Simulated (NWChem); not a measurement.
System meant: CH₂GeO₃; SMILES O=C1[O][GeH2][O]1

The following NWChem deck was run.

```
start job
memory heap 200 mb stack 700 mb global 900 mb
geometry units angstroms noautosym nocenter noautoz
  O      0.000000     0.000000     2.510186
  C      0.000000     0.000000     1.318618
  O      0.000000    -1.105382     0.489644
  Ge     0.000000     0.000000    -0.981228
  O      0.000000     1.105382     0.489644
  H     -1.316191     0.000000    -1.777789
  H      1.316191     0.000000    -1.777789
end
basis spherical
  O library 6-31g*
  C library 6-31g*
  Ge library 6-31g*
  H library 6-31g*
end
dft
  xc xtpss03 ctpss03
  iterations 150
end
property
  shielding 5 1 2 3 4 6
end
task dft property
```

End of the output:

```
 Vector   35  Occ=0.000000D+00  E=-1.737301D-03
              MO Center=  1.0D-09,  2.2D-10, -1.5D+00, r^2= 4.0D+00
   Bfn.  Coefficient  Atom+Function         Bfn.  Coefficient  Atom+Function
  ----- ------------  ---------------      ----- ------------  ---------------
    59      1.076824  4 Ge pz                90      0.691536  6 H  s
    92      0.691536  7 H  s                 55      0.489182  4 Ge pz
    52      0.439615  4 Ge s                 20     -0.388409  2 C  s
    34     -0.168997  3 O  s                 80     -0.168997  5 O  s
    51     -0.150050  4 Ge pz                23      0.142861  2 C  pz

 center of mass
 --------------
 x =   0.00000000 y =   0.00000000 z =  -0.06229095

 moments of inertia (a.u.)
 ------------------
         877.774597319187           0.000000000000           0.000000000000
           0.000000000000         750.660591308977           0.000000000000
           0.000000000000           0.000000000000         152.053097227661

     Multipole analysis of the density
     ---------------------------------

     L   x y z        total         alpha         beta         nuclear
     -   - - -        -----         -----         ----         -------
     0   0 0 0     -0.000000    -32.000000    -32.000000     64.000000

     1   1 0 0      0.000000      0.000000      0.000000      0.000000
     1   0 1 0      0.000000      0.000000      0.000000      0.000000
     1   0 0 1     -2.107103     -1.878064     -1.878064      1.649024

     2   2 0 0    -27.226135    -19.799432    -19.799432     12.372729
     2   1 1 0     -0.000000     -0.000000     -0.000000      0.000000
     2   1 0 1     -0.000000     -0.000000     -0.000000      0.000000
     2   0 2 0    -30.974362    -50.394174    -50.394174     69.813985
     2   0 1 1      0.000000      0.000000      0.000000      0.000000
     2   0 0 2    -31.236590   -197.399300   -197.399300    363.562010

          -----------------------------------------
          Chemical Shielding Tensors (GIAO, in ppm)
          -----------------------------------------

 ------------------------------------------------------------------------
  xtpss03: d2 not coded                    0
 ------------------------------------------------------------------------
 ------------------------------------------------------------------------
  current input line :
    25: task dft property
 ------------------------------------------------------------------------
 ------------------------------------------------------------------------
 This error has not yet been assigned to a category
 ------------------------------------------------------------------------
 For more information see the NWChem manual at https://nwchemgit.github.io

0: xtpss03: d2 not coded:Received an Error in Communication
```

Q: Can this run be used? If not, why, and what is the fix?

A: The program stopped with an error. Cause: this functional's second derivatives, which shieldings need, aren't coded here; the fix takes a hybrid GGA instead. This input runs:
```
start job
memory heap 200 mb stack 700 mb global 900 mb
geometry units angstroms noautosym nocenter noautoz
  O      0.000000     0.000000     2.510186
  C      0.000000     0.000000     1.318618
  O      0.000000    -1.105382     0.489644
  Ge     0.000000     0.000000    -0.981228
  O      0.000000     1.105382     0.489644
  H     -1.316191     0.000000    -1.777789
  H      1.316191     0.000000    -1.777789
end
basis spherical
  O library 6-31g*
  C library 6-31g*
  Ge library 6-31g*
  H library 6-31g*
end
dft
  xc pbe0
  iterations 150
end
property
  shielding 5 1 2 3 4 6
end
task dft property
```
It converges to -2341.17636 Ha (PBE0/6-31G* (spherical d), GIAO).
